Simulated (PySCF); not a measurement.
Vertical excitations of a molecule C₃H₆BFO from TDA-PBE/def2-SVPD (PySCF), as energy in eV (oscillator strength): 6.24 (0.015), 6.33 (0.049), 6.88 (0.124), 7.29 (0.031), 7.33 (0.012), 7.36 (0.012), 7.52 (0.013), 7.63 (0.003), 7.92 (0.010), 7.99 (0.083). Lowest triplet (TDA): 4.38 eV. Geometry: B3LYP-D3(BJ)/def2-SVP. Other conformers were not sampled.

Question: Which structure fits?
A. C=CCB(O)F
B. C=CB(O)CF
C. OB1CC(F)C1
D. CB(F)C(C)=O

Answer: A, C=CCB(O)F
